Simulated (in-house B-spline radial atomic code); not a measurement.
Binding energies in the germanium ion Ge⁺

NIST's tabulated ground configuration is [Ar] 3d10 4s2 4p1; each binding energy is the energy of the ion with one electron taken from that subshell, relaxed, less that of the parent. Method: Dirac-Kohn-Sham LDA VWN5, spherical fractional occupations, Fermi nucleus of rms radius 4.0742 fm. Calculated with an all-electron radial atomic-structure program (B-spline basis). Energies include first-order Breit, QED and recoil terms.

| subshell | X-ray name | binding energy (eV) | -ε (eV) | relaxation (eV) |
| --- | --- | --- | --- | --- |
| 1s | K | 11123.5 | 10946.9 | -196.1 |
| 2s | L1 | 1406.8 | 1378.0 | -30.6 |
| 2p1/2 | L2 | 1264.1 | 1228.1 | -37.8 |
| 2p3/2 | L3 | 1231.9 | 1196.3 | -36.8 |
| 3s | M1 | 188.2 | 176.8 | -11.6 |
| 3p1/2 | M2 | 138.6 | 127.3 | -11.4 |
| 3p3/2 | M3 | 134.3 | 123.0 | -11.3 |
| 3d3/2 | M4 | 49.61 | 38.97 | -10.64 |
| 3d5/2 | M5 | 49.01 | 38.38 | -10.59 |
| 4s | N1 | 25.27 | 20.14 | -5.15 |
| 4p | N2,3 | 15.71 | 11.47 | -4.24 |

Relaxation = -ε minus the binding energy without Breit, QED and recoil terms. With a density functional, K lines can miss by some tenths of a per cent, more in light atoms. For a density functional the relaxation so defined is negative, because -ε of a Kohn-Sham level is smaller than the binding energy.

Emission lines follow as differences of binding energies, with λ = 12398.42 eV·Å / E:

```csv
line,holes,energy (eV),wavelength (Å)
K-L3,1s → 2p3/2,9891.6,1.2534
K-L2,1s → 2p1/2,9859.4,1.2575
K-M3,1s → 3p3/2,10989.2,1.1282
L3-M5,2p3/2 → 3d5/2,1182.9,10.481
L2-M4,2p1/2 → 3d3/2,1214.5,10.209
L1-M3,2s → 3p3/2,1272.5,9.7434
L3-M1,2p3/2 → 3s,1043.7,11.879
```

**Question.** What screening constant σ does Moseley's law, E = (3/4)·13.6057 eV·(Z - σ)², need for K-L3?

**Answer.** σ = 0.87.

**Question.** What does it cost to remove both a 3p3/2 and a 3p1/2 electron?

**Answer.** 297.25 eV, which is 24.38 eV more than the two single binding energies together.

**Question.** What does it cost to remove both a 3p3/2 and a 4s electron?

**Answer.** 173.08 eV, which is 13.53 eV more than the two single binding energies together.

**Question.** What does it cost to remove both a 2p1/2 and a 3s electron?

**Answer.** 1480.5 eV, which is 28.24 eV more than the two single binding energies together.
